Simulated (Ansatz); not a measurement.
One geometry of `CSB(O)F`, several functionals.

```yaml
crystal:
  periodic: [false, false, false]
  atoms:
    - {symbol: C, position_ang: [1.160319, -0.244121, 0.939736]}
    - {symbol: S, position_ang: [1.023711, 0.764256, -0.557192]}
    - {symbol: B, position_ang: [-0.686575, 0.459686, -1.024231]}
    - {symbol: O, position_ang: [-1.494372, -0.351923, -0.301485]}
    - {symbol: F, position_ang: [-1.151304, 1.063637, -2.121848]}
    - {symbol: H, position_ang: [2.181166, -0.129715, 1.301733]}
    - {symbol: H, position_ang: [0.464798, 0.101611, 1.701849]}
    - {symbol: H, position_ang: [0.970211, -1.292081, 0.716863]}
    - {symbol: H, position_ang: [-2.379353, -0.417751, -0.672624]}
basis:
  gaussian: {orbitals: def2-TZVPP}
hamiltonian: {xc: r2scan, dispersion: d4}
output: {forces: true, orbitals: {seedname: orbitals}}
```

```sh
$ ansatz run in.yaml --threads 4 --pin off --events-out ev --progress --plain
```

Output, abridged:

```
Functional definition: r2SCAN
1176 factors; their error is unknown
mean field evaluation 1: about -17371.1702 eV, gradient 7.4e1 eV
mean field evaluation 2: about -17352.7148 eV, gradient 1.2e2 eV
mean field evaluation 4: about -17380.9609 eV, gradient 7.1e0 eV
mean field evaluation 8: about -17381.0386 eV, gradient 2.6e-1 eV
mean field evaluation 16: about -17381.0219 eV, gradient 5.5e-3 eV
mean field -17381.02189686 eV, -638.7407734297 hartree, gradient 1.1e-5 eV, S^2 0.000000; 0 other end points of the search recorded, 0 dependent functions left out
reference -17381.02190851 eV, -638.7407738581 hartree; 24, 24 occupied and 198, 198 virtual orbitals, 1176 factors
Total energy: -17381.06388054 eV, -638.7423163014 hartree
Atom 0 at     1.160319    -0.244121     0.939736 Å, force     0.026418    -0.106285     0.164294 eV/Å
Atom 1 at     1.023711     0.764256    -0.557192 Å, force     0.034991     0.111935    -0.140740 eV/Å
Atom 2 at    -0.686575     0.459686    -1.024231 Å, force     0.109997     0.035363     0.006958 eV/Å
Atom 3 at    -1.494372    -0.351923    -0.301485 Å, force    -0.076359    -0.129758     0.144509 eV/Å
Atom 4 at    -1.151304     1.063637    -2.121848 Å, force    -0.052619     0.084446    -0.146187 eV/Å
Atom 5 at     2.181166    -0.129715     1.301733 Å, force    -0.029592    -0.007485    -0.004155 eV/Å
Atom 6 at     0.464798     0.101611     1.701849 Å, force     0.011921    -0.010407    -0.014006 eV/Å
Atom 7 at     0.970211    -1.292081     0.716863 Å, force     0.001424     0.019765     0.007099 eV/Å
Atom 8 at    -2.379353    -0.417751    -0.672624 Å, force    -0.026182     0.002426    -0.017772 eV/Å
Dipole moment:    -0.208086    -0.268045     0.269760 e Å
```

Run time 3.7 s (4 threads of a server CPU on a shared host); peak host memory 0.28 GiB.

Changing it to `hamiltonian: {xc: {name: r2SCAN0}, dispersion: d4}` and no forces (abridged; 3.7 s):

```
Functional definition: r2SCAN0
mean field evaluation 16: about -17380.1252 eV, gradient 4.0e-5 eV
mean field -17380.12516009 eV, -638.7078189613 hartree, gradient 4.0e-5 eV, S^2 0.000000
Total energy: -17380.17424168 eV, -638.7096226765 hartree
```

The same input with `hamiltonian: {xc: {name: LC-wPBE}}` and no forces (abridged; 1.9 s):

```
Functional definition: LC-wPBE
mean field evaluation 16: about -17377.9374 eV, gradient 5.1e-5 eV
mean field -17377.93743050 eV, -638.6274213819 hartree, gradient 5.2e-5 eV, S^2 0.000000
Total energy: -17377.93743051 eV, -638.6274213822 hartree
```

With the line `hamiltonian: {xc: {name: B2PLYP}}` and no forces (abridged; 3.7 s):

```
Functional definition: B2PLYP
mean field evaluation 16: about -17368.8726 eV, gradient 1.1e-4 eV
mean field -17368.87259031 eV, -638.2942946494 hartree, gradient 3.5e-6 eV, S^2 0.000000
9 core orbitals not correlated: weight in the atoms' cores, before any rotation towards them, 1.000 or more for the frozen orbitals, at most 0.000 for the correlated occupied ones
second order -30.52471163 eV of doubles, -0.00000000 eV of singles
Total energy: -17377.11441886 eV, -638.5971762618 hartree
```

With the line `hamiltonian: {xc: hse06, dispersion: d4}` and no forces (abridged; 2.4 s):

```
Functional definition: HSE06
mean field evaluation 16: about -17373.6218 eV, gradient 2.7e-4 eV
mean field -17373.62175368 eV, -638.4688231840 hartree, gradient 4.1e-5 eV, S^2 0.000000
Total energy: -17373.75760405 eV, -638.4738155931 hartree
```

The same input with `hamiltonian: {xc: {name: BLYP}, dispersion: d4}` and no forces (abridged; 1.5 s):

```
Functional definition: BLYP
mean field evaluation 16: about -17383.3835 eV, gradient 4.9e-4 eV
mean field -17383.38353921 eV, -638.8275621855 hartree, gradient 2.5e-5 eV, S^2 0.000000
Total energy: -17383.77849804 eV, -638.8420766546 hartree
```

HSE06 is the plane-wave form, built on full-range PBE exchange.
